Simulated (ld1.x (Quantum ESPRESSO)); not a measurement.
tellurium (Te): variants of one TM potential

Base potential:

Te (Z = 52), norm-conserving Troullier–Martins (Kleinman–Bylander form), made with ld1.x (Quantum ESPRESSO) 7.5 (LDA (PZ), scalar-relativistic). Core [Kr] 4d10, reference 5s2 5p4. Waves: 5p (bound): rc 1.80 bohr; 5d channel at 0.5 Ry: rc 1.50 bohr; 5s (bound): rc 1.75 bohr. Local part: the s channel. Core correction: Bessel-smoothed model core inside 1.35 bohr.

Cutoffs, loose and tight: the cutoffs (Ry, on a coarse ladder) from which the occupation-weighted sum of valence levels, in a spherical-Bessel basis at the reference potential, stays within 10 and 1 mRy of its value at 400 Ry. They do not see the model core or the augmentation charge, which bear on the density cutoff. Test errors are all-electron minus pseudo excitation energies from the reference, over the configurations 5s2 5p3; 5s2 5p2; 5s2 5p1; 5s1 5p5; 5s0 5p6; 5s1 5p4; 5s2 5p3.5 (two spin-polarised tests are not counted in the largest error). A dash means not determined; rows that change the core or the reference have their own tests.

A true bound ghost makes a file unfit for plane-wave use even where its test errors are small: the radial tests pick states by their node count and pass the ghost by.

```tsv
change	outcome	cutoff, loose	cutoff, tight	bound ghosts	largest test error (meV)
base	generated	30 Ry	60 Ry	d	-80
type TM semilocal	generated	30 Ry	60 Ry	none	-75
wave 5s (bound): rc 1.75 bohr becomes 5s (bound): rc 1.70 bohr	generated	30 Ry	60 Ry	d	-79
all radii but the core radius scaled by about 1.40 (s 2.46, p 2.52, d 2.10 bohr)	generated	18 Ry	30 Ry	none	-89
wave 5d channel at 0.5 Ry: rc 1.50 bohr becomes 5d channel at 0.01 Ry: rc 1.50 bohr	generated	30 Ry	60 Ry	d	-80
core correction Bessel-smoothed model core inside 1.40 bohr	generated	30 Ry	60 Ry	d	-80
wave 5d channel at 0.5 Ry: rc 1.50 bohr becomes 5d channel at 0.5 Ry: rc 2.12 bohr	generated	30 Ry	60 Ry	d	-80
wave 5d channel at 0.5 Ry: rc 1.50 bohr becomes 5d channel at 0.45 Ry: rc 1.50 bohr	generated	30 Ry	60 Ry	d	-80
all radii but the core radius scaled by about 0.94 (s 1.64, p 1.70, d 1.42 bohr)	generated	40 Ry	90 Ry	none	-83
wave 5d channel at 0.5 Ry: rc 1.50 bohr becomes 5d channel at 0.5 Ry: rc 2.28 bohr	generated	30 Ry	60 Ry	none	-80
```

What comes out with this change to the base: wave 5p (bound): rc 1.80 bohr becomes 5p (bound): rc 1.70 bohr?

outcome: generated; cutoff, loose: 40 Ry; cutoff, tight: 70 Ry; bound ghosts: d; largest test error (meV): -86.
